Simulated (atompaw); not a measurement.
# Varying the PAW (atompaw) potential for hafnium (Hf)

Base potential:

* Element: Hf (Z = 72)
* Generator: atompaw 4.2.0.5
* Type: PAW
* Functional: PBE
* Relativity: scalar-relativistic
* Frozen core: [Kr] 4d10
* Valence charge: 26
* Reference configuration: 4f14 5s2 5p6 5d2 6s1 6p0 (charge +1)
* Partial waves: 5s (bound): rc 2.05 bohr; 6s (bound): rc 2.75 bohr; 5p (bound): rc 1.45 bohr; 6p (bound, empty): rc 2.75 bohr; 5d (bound): rc 2.75 bohr; 5d channel at 0.05 Ry: rc 2.75 bohr; 4f (bound): rc 1.20 bohr; 4f channel at -1.35 Ry: rc 1.20 bohr
* Local potential: bessel scheme, radius 2.60 bohr
* Core correction: smooth core density matched at 2.45 bohr
* Augmentation charge: sinc compensation charge, radius 2.65 bohr; PAW radius 2.75 bohr; waves and projectors: custom polynom vanderbiltortho

Cutoffs, loose and tight: the cutoffs (Ry, on a coarse ladder) from which the occupation-weighted sum of valence levels, in a spherical-Bessel basis at the reference potential, stays within 10 and 1 mRy of its value at 400 Ry. They see the waves, projectors and local potential, not the compensation charge or the core. A dash means not determined.

```csv
change,outcome,"cutoff, loose","cutoff, tight",bound ghosts
base,generated,160 Ry,260 Ry,none
"augmentation sinc compensation charge, radius 1.56 bohr; PAW radius 2.75 bohr; waves and projectors: custom polynom vanderbiltortho",generated,160 Ry,260 Ry,none
core correction smooth core density matched at 1.42 bohr,generated,160 Ry,260 Ry,none
wave 4f channel at -1.35 Ry: rc 1.20 bohr becomes 4f channel at -0.6 Ry: rc 1.20 bohr,generated,160 Ry,260 Ry,none
```

**Question.** What comes out with this change to the base: core [Xe] 4f14, valence charge 4; reference 5d2 6s1 6p1; waves now 6s (bound): rc 2.35 bohr; 6s channel at 4.35 Ry: rc 2.35 bohr; 6p (bound): rc 3.00 bohr; 6p channel at 1.7 Ry: rc 3.00 bohr; 5d (bound): rc 3.00 bohr; 5d channel at 1.7 Ry: rc 2.45 bohr; local potential bessel scheme, radius 2.90 bohr; core correction smooth core density matched at 2.95 bohr; augmentation sinc compensation charge, radius 2.45 bohr; PAW radius 3.00 bohr; waves and projectors: custom polynom vanderbiltortho?

**Answer.** outcome: generated; cutoff, loose: 10 Ry; cutoff, tight: 18 Ry; bound ghosts: none.

**Question.** What comes out with this change to the base: local potential bessel scheme, radius 2.48 bohr?

**Answer.** outcome: generated; cutoff, loose: 160 Ry; cutoff, tight: 300 Ry; bound ghosts: none.
